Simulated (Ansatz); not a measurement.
Caution, from a PySCF single point (PBE0-D3(BJ)/def2-TZVPD) at this geometry: the highest occupied level lies above zero, so the state may not be bound. This triplet lies 0.26 eV below the relaxed singlet at the level frozen-core CCSD(T)/aug-cc-pVTZ // PBE0-D3(BJ)/def2-TZVPD (Ansatz, an electronic-structure program).

A geometry relaxed with PBE0-D3(BJ)/def2-TZVPD in Ansatz, charge -1, multiplicity 3:

```xyz
6

H     -1.3643     1.2210     0.0992
B      1.4159     0.4344    -0.0662
H     -1.1033    -0.7596    -1.1275
Si    -0.4619     0.0097     0.0244
H      2.4926    -0.0941    -0.1326
H     -0.9789    -0.8114     1.2027
```

Problem. Write the SMILES of this molecule.

Solution. `[BH-][SiH3]`
